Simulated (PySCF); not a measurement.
GeH5Si, SMILES [SiH2][GeH3], multiplicity 2.

The structure is a stationary point at PBE-D3(BJ)/def2-TZVP. The isomer is the one that the SMILES or the coordinates give; other isomers of the formula were not compared.

All values below come from PBE-D3(BJ)/def2-TZVP (PySCF).

Frequencies are harmonic and unscaled.

Question: List the normal modes with their intensities. (The exact figures need the calculation; the answer reports its results.)

Answer: 
```json
[
 {"mode": "1", "ν (cm⁻¹)": "110", "IR (km/mol)": "0.1", "moving atoms (share of kinetic energy)": "H 99 %"},
 {"mode": "2", "ν (cm⁻¹)": "345", "IR (km/mol)": "0.9", "moving atoms (share of kinetic energy)": "Si 67 %, Ge 28 %"},
 {"mode": "3", "ν (cm⁻¹)": "355", "IR (km/mol)": "12.4", "moving atoms (share of kinetic energy)": "H 99 %"},
 {"mode": "4", "ν (cm⁻¹)": "369", "IR (km/mol)": "11.0", "moving atoms (share of kinetic energy)": "H 98 %"},
 {"mode": "5", "ν (cm⁻¹)": "547", "IR (km/mol)": "17.7", "moving atoms (share of kinetic energy)": "H 86 %, Si 11 %"},
 {"mode": "6", "ν (cm⁻¹)": "573", "IR (km/mol)": "0.4", "moving atoms (share of kinetic energy)": "H 89 %"},
 {"mode": "7", "ν (cm⁻¹)": "757", "IR (km/mol)": "248.5", "moving atoms (share of kinetic energy)": "H 97 %"},
 {"mode": "8", "ν (cm⁻¹)": "846", "IR (km/mol)": "24.5", "moving atoms (share of kinetic energy)": "H 99 %"},
 {"mode": "9", "ν (cm⁻¹)": "847", "IR (km/mol)": "29.0", "moving atoms (share of kinetic energy)": "H 99 %"},
 {"mode": "10", "ν (cm⁻¹)": "883", "IR (km/mol)": "67.5", "moving atoms (share of kinetic energy)": "H 96 %"},
 {"mode": "11", "ν (cm⁻¹)": "2047", "IR (km/mol)": "89.3", "moving atoms (share of kinetic energy)": "H 99 %"},
 {"mode": "12", "ν (cm⁻¹)": "2082", "IR (km/mol)": "79.3", "moving atoms (share of kinetic energy)": "H 99 %"},
 {"mode": "13", "ν (cm⁻¹)": "2090", "IR (km/mol)": "80.5", "moving atoms (share of kinetic energy)": "H 98 %"},
 {"mode": "14", "ν (cm⁻¹)": "2127", "IR (km/mol)": "66.6", "moving atoms (share of kinetic energy)": "H 98 %"},
 {"mode": "15", "ν (cm⁻¹)": "2157", "IR (km/mol)": "94.8", "moving atoms (share of kinetic energy)": "H 96 %"}
]
```
